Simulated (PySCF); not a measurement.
PySCF 2.14 output of a UHF calculation on a single atom or ion in aug-cc-pwCVDZ-PP with ECP28MDF, with a scalar-relativistic core potential:

```
SCF conv_tol = 1e-09
number electrons alpha = 10  beta = 6
cycle= 1 E= -93.8136617662633  delta_E= -0.00702  |g|= 0.0306  |ddm|= 0.0427
cycle= 2 E= -93.8139528212173  delta_E= -0.000291  |g|= 0.00739  |ddm|= 0.00996
cycle= 3 E= -93.8139803753215  delta_E= -2.76e-05  |g|= 0.00194  |ddm|= 0.00735
cycle= 4 E= -93.8139833035351  delta_E= -2.93e-06  |g|= 0.000947  |ddm|= 0.00236
cycle= 5 E= -93.8139847148825  delta_E= -1.41e-06  |g|= 0.000104  |ddm|= 0.00229
cycle= 6 E= -93.8139847289004  delta_E= -1.4e-08  |g|= 1.59e-05  |ddm|= 0.000311
cycle= 7 E= -93.8139847293693  delta_E= -4.69e-10  |g|= 2.14e-06  |ddm|= 5.99e-05
converged SCF energy = -93.8139847293693  <S^2> = 6.0041529  2S+1 = 5.0016609
```

The run itself started from symmetry-adapted Hartree-Fock orbitals and held the occupation by maximum overlap, so the iterations belong to that start.

Problem. Which element, charge and spin multiplicity is this?

Solution. Ru (ruthenium, neutral), multiplicity 5; the state was [Kr] 4d7 5s1, high-spin 5F determinant.

Energies and moments cover only the electrons outside the core potential.
